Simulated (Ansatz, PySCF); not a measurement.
Gas-phase reaction in SMILES: C[SiH](C)N[SiH3] -> C[SiH](C)[N][SiH3] + H atom (the H-N bond at the site shown breaks; other sites are not compared here)
Structures are relaxed separately at B3LYP-D3(BJ)/def2-TZVP in Ansatz (a program for electronic structure), one conformer each, not searched for the lowest. Frequencies are from Ansatz or PySCF.
Geometry of the first species:
```
Si
N 1 1.7377
H 2 1.0104 1 115.96
Si 2 1.7270 3 114.41 1 176.07
H 4 1.4820 2 107.77 3 4.56
H 4 1.4836 5 109.05 2 -121.55
H 4 1.4849 5 108.78 6 -116.06
H 1 1.4891 2 110.31 3 63.76
C 1 1.8706 8 109.07 2 -118.19
H 9 1.0920 1 111.78 8 60.63
H 9 1.0921 10 108.10 1 -122.96
H 9 1.0922 10 107.52 11 -116.16
C 1 1.8717 8 107.64 2 120.73
H 13 1.0922 1 110.93 8 177.29
H 13 1.0927 14 107.88 1 -121.97
H 13 1.0928 14 108.26 15 -116.07
```
Charge 0, spin multiplicity 1.

Quantity: bond dissociation energy (enthalpy at 298 K, with B3LYP-D3(BJ) rigid-rotor harmonic-oscillator terms), in eV. Correlated levels leave the core frozen unless marked. UHF or UKS for open shells. Spin-orbit coupling is left out. No relativistic terms. CBS marks a two-point X^-3 extrapolation of the correlation energy; Hartree-Fock from the larger set.

| level | program | bond dissociation energy (eV) |
|---|---|---|
| PBE0/6-31G* | Ansatz | 4.46 |
| PBE0/def2-TZVPD | Ansatz | 4.53 |
| PBE0/def2-QZVPP | Ansatz | 4.55 |
| BHLYP/def2-TZVPD | Ansatz | 4.51 |

Task: What does CCSD(T)/CBS(cc-pV(T+d)Z,cc-pV(Q+d)Z) (Ansatz) give?

Result: 4.81 eV
